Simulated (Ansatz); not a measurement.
H4Si2, SMILES `[SiH][SiH3]` (lower singlet) (charge 0, multiplicity 1). This singlet lies 0.59 eV below the relaxed triplet at the level composite: frozen-core CCSD(T) with HF/cc-pVQZ and the correlation energy extrapolated as X^-3 from cc-pVTZ and cc-pVQZ, plus CCSDT(Q) minus CCSD(T) in cc-pVDZ // PBE0-D3(BJ)/def2-TZVP (Ansatz, a program for electronic structure).

Z-matrix (Å, degrees):
```
Si
H 1 1.4888
H 1 1.4915 2 108.18
H 1 1.4965 2 107.57 3 -116.30
Si 1 2.3808 2 114.95 4 -116.36
H 5 1.5270 1 87.72 2 -173.34
```
Charge 0, multiplicity 1.

Frozen-core energies in 6-31g from Ansatz at a geometry from PBE0-D3(BJ)/def2-TZVP; the HF reference has <S^2> = 0.00 (restricted, and unstable towards unrestricted orbitals) and the T1 diagnostic is 0.012.

| level | energy (Ha) |
|---|---|
| HF | -580.00938 |
| MP2 | -580.10600 |
| CCSD | -580.14190 |

Task: Estimate the energies of CCSD(T), CCSDT, CCSDT(Q) and CCSDTQ, and give each level's difference from CCSDTQ.

Result: 
```csv
level,energy (Ha),difference from CCSDTQ (mHa)
MP2,-580.10600,38.79
CCSD,-580.14190,2.89
CCSD(T),-580.14399,0.80
CCSDT,-580.14463,0.16
CCSDT(Q),-580.14476,0.04
CCSDTQ,-580.14479,0.00
```
